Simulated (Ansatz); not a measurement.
Reaction (redistribution): `[NH2][Ti]([OH])([Cl])[Cl]` + `[OH][W]([OH])(=[S])=[S]` → `[OH][Ti]([OH])([Cl])[Cl]` + `[NH2][W]([OH])(=[S])=[S]`

Gas-phase electronic energies from Ansatz, PBE0-D4/def2-TZVP geometries. CCSD(T)/CBS adds triple-zeta CCSD(T) − MP2 to the extrapolated MP2 energy (def2 sets, frozen cores). Functionals use def2-TZVPP. HSE06 is defined as in plane-wave codes. Elements past krypton have def2 core potentials. For Ti, W outer-core shells are correlated without core-valence functions, which leaves a few kJ/mol of doubt a bond. Scalar relativity is left out up to krypton. One conformer a species, not always the lowest.

```tsv
species	HSE06-D4 energy (Eh)
`[NH2][Ti]([OH])([Cl])[Cl]`	-1901.30287
`[OH][W]([OH])(=[S])=[S]`	-1014.96988
`[OH][Ti]([OH])([Cl])[Cl]`	-1921.18617
`[NH2][W]([OH])(=[S])=[S]`	-995.09831
```

**Question.** Work out ΔE.

**Answer.** ΔE = (-1921.18617) + (-995.09831) − (-1901.30287) − (-1014.96988) = -0.01173 Eh = -30.8 kJ/mol. CCSD(T)/CBS gives -29.6 kJ/mol.

Largest T1 diagnostic among the species: 0.024, so the coupled-cluster value is less sure than usual.

Leaving LDA and LC-ωPBE aside and taking each functional with its dispersion term where it has one, the values, not all of them listed here, spread over 4.2 kJ/mol, from PBE-QIDH to B97M-V. At CCSD(T), def2-SVP lies −9.3 kJ/mol from the extrapolated value and def2-TZVPP −1.9 kJ/mol.
